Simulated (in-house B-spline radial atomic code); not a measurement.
Mg. Computed with a B-spline radial atomic code. Model: non-relativistic spherical atom: semilocal Troullier-Martins pseudo-atom, one channel per l, against all electrons, high spin, G0W0 and RPA with empty states to l = 8, local potential for every l without a channel, a model core (radius 0 = none) keeps its share of the functional.

What the tables leave out is listed at the end.

The pseudopotential gives back the lowest level of each angular momentum of its own functional in the configuration it was made in; a second state of the same l is only approximately right. Exact exchange, RPA and GW see the smooth pseudo-orbitals and miss the exchange with the core, for which the functional's share stands in. The column with an uncorrelated core keeps all orbitals and exact exchange, and so separates missing core correlation from pseudisation. Only the three outermost levels and the lowest empty one were computed. RPA here is direct RPA, with no exchange kernel, and its energies carry an (l + 1/2)⁻⁴ tail. A hybrid on a potential with a model core restores only its own semilocal share of the core's exchange.

Command:
```bash
python run_psgw.py task.json out
```
Settings (lengths in bohr, energies in hartree):
```
Z                      12
electrons              12
configuration          [Ne] 3s2
generated_in           [Ne] 3s2
functional             lda,vwn
core_shells            1
radius_factor          1
core_correction        False
ion_configuration      [Ne] 3s1
```

Run time, properties included: 46 s on 1 thread of Arm Neoverse N1, with other jobs on the host.

Given: made with LDA VWN5; model core radius 0 bohr; local radius 0.573 bohr; mean-field start LDA VWN5.

Valence shells of the generating configuration: 2s, 2p, 3s.

Channel: s 0.548, p 0.714 (radii in bohr).

Computed: largest level miss in the spin-unpolarised generating configuration 0.008 eV; valence RPA correlation energy all-electron orbitals -0.57434 hartree; valence RPA correlation energy pseudo -0.56418 hartree; all-electron RPA polarisability, core included 53.033 bohr³; pseudo-atom RPA polarisability 52.859 bohr³; ionisation by mean-field all-electron 7.7209 eV; ionisation by RPA all-electron 8.0165 eV.

```json
{"level": "3s", "occupied": "1", "mean-field all-electron (eV)": "-4.7736", "mean-field pseudo minus all (eV)": "-0.008", "G0W0 all-electron (eV)": "-7.5347", "G0W0 uncorrelated core minus all (eV)": "0.001", "G0W0 pseudo minus all (eV)": "-0.028", "exchange self-energy all-electron (eV)": "-9.0787", "exchange self-energy pseudo (eV)": "-8.9568"}
```

Problem. What is the ionisation by RPA pseudo minus all?

Solution. 0.022 eV.

Problem. What is the ionisation by mean-field pseudo minus all?

Solution. 0.011 eV.

Given: mean-field start PBE0.

Computed: valence RPA correlation energy all-electron orbitals -0.54302 hartree; all-electron RPA polarisability, core included 46.37 bohr³; pseudo-atom RPA polarisability 46.368 bohr³; ionisation by mean-field pseudo minus all 0.004 eV; ionisation by RPA all-electron 7.8399 eV; ionisation by RPA pseudo minus all 0.021 eV.

```tsv
level	occupied	mean-field all-electron (eV)	mean-field pseudo minus all (eV)	G0W0 all-electron (eV)	G0W0 uncorrelated core minus all (eV)	G0W0 pseudo minus all (eV)	exchange self-energy all-electron (eV)	exchange self-energy pseudo (eV)
3s	1	-5.4255	-0.003	-7.6709	0.001	-0.021	-8.8703	-8.7537
```

Problem. What is the ionisation by mean-field all-electron?

Solution. 7.5415 eV.

Problem. What is the valence RPA correlation energy pseudo?

Solution. -0.53375 hartree.

Given: mean-field start Hartree-Fock.

Computed: valence RPA correlation energy all-electron orbitals -0.47739 hartree; valence RPA correlation energy pseudo -0.46969 hartree; pseudo-atom RPA polarisability 36.027 bohr³; ionisation by mean-field all-electron 6.6054 eV; ionisation by mean-field pseudo minus all 0.019 eV; ionisation by RPA all-electron 7.496 eV.

| level | occupied | mean-field all-electron (eV) | mean-field pseudo minus all (eV) | G0W0 all-electron (eV) | G0W0 uncorrelated core minus all (eV) | G0W0 pseudo minus all (eV) | exchange self-energy all-electron (eV) | exchange self-energy pseudo (eV) |
| --- | --- | --- | --- | --- | --- | --- | --- | --- |
| 3s | 1 | -6.8859 | -0.02 | -7.6891 | 0.001 | -0.018 | -8.5008 | -8.4217 |
| 2p | 1 | -62.103 | -0.023 | -59.463 | 0.06 | 0.076 | -52.848 | -51.327 |

Problem. What is the ionisation by RPA pseudo minus all?

Solution. 0.02 eV.

Problem. What is the all-electron RPA polarisability, core included?

Solution. 36.286 bohr³.

Among the listed levels the largest G0W0 shift of the pseudo-atom is +0.08 eV, for 2p on the Hartree-Fock start, while leaving the core uncorrelated moves that level by +0.06 eV. The rest, +0.02 eV, comes from pseudisation and the lost core exchange. Not in the tables (levels of low weight, unsolved or above zero; the highest and the empty levels are kept at any weight): on LDA the G0W0 levels 2p (pseudo minus all -0.01 eV, weights 0.06 and 0.06), 2s (pseudo minus all -0.03 eV, weights 0.04 and 0.05), 3p (pseudo minus all +0.00 eV, weights 0.86 and 0.85); on PBE0 the G0W0 levels 2p (pseudo minus all +1.21 eV, weights 0.38 and 0.03), 2s (pseudo minus all +0.05 eV, weights 0.07 and 0.06), 3p (pseudo minus all +0.00 eV, weights 0.91 and 0.91); on Hartree-Fock the G0W0 levels 2s (pseudo minus all -0.31 eV, weights 0.52 and 0.29).
